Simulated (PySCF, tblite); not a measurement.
Isomers of C4H12O3Si, one GFN2-xTB conformer each. Single-point energies are computed at PBE0/pcSseg-1 (PySCF, gas phase, no added dispersion term), electronic only.

```json
{"SMILES": "CO[Si](C)(OC)OC", "GFN2-xTB relative energy (kcal/mol)": "0.0"}
{"SMILES": "COC[SiH](OC)OC", "GFN2-xTB relative energy (kcal/mol)": "28.0"}
```

Conformers: `[CH3:1][O:2][Si:3]([CH3:4])([O:5][CH3:6])[O:7][CH3:8]` with C1–O2–Si3–C4 66°, O2–Si3–O5–C6 -58°, O2–Si3–O7–C8 -172°; `[CH3:1][O:2][CH2:3][SiH:4]([O:5][CH3:6])[O:7][CH3:8]` with C1–O2–C3–Si4 -178°, O2–C3–Si4–O5 -56°, C3–Si4–O5–C6 56°, C3–Si4–O7–C8 176°.

Problem. What does PBE0/pcSseg-1 give for the same structures?

Solution. 
```json
{"SMILES": "CO[Si](C)(OC)OC", "PBE0/pcSseg-1 E (Eh)": "-674.31390", "PBE0/pcSseg-1 (kcal/mol)": "0.0", "GFN2-xTB (kcal/mol)": "0.0", "point group": "near C3"}
{"SMILES": "COC[SiH](OC)OC", "PBE0/pcSseg-1 E (Eh)": "-674.24232", "PBE0/pcSseg-1 (kcal/mol)": "44.9", "GFN2-xTB (kcal/mol)": "28.0", "point group": "C1"}
```

Both levels put the same isomer lowest. 

Problem. Which frontier levels, dipoles and rotational constants go with these structures?

Solution. 
| SMILES | HOMO (eV, PBE0/pcSseg-1) | LUMO (eV) | dipole (D) | A, B, C (MHz) |
| --- | --- | --- | --- | --- |
| CO[Si](C)(OC)OC | -7.88 | 1.22 | 1.50 | 1597, 1578, 1107 |
| COC[SiH](OC)OC | -7.42 | 1.23 | 0.63 | 2588, 1003, 761.5 |

Problem. What happens when harmonic zero-point energies from GFN2-xTB frequencies are added?

Solution. 
```csv
SMILES,ZPE (kcal/mol),electronic (kcal/mol),with ZPE (kcal/mol)
CO[Si](C)(OC)OC,101.1,0.0,0.0
COC[SiH](OC)OC,100.1,44.9,43.9
```

The zero-point energies span 1.0 kcal/mol. The order is unchanged.
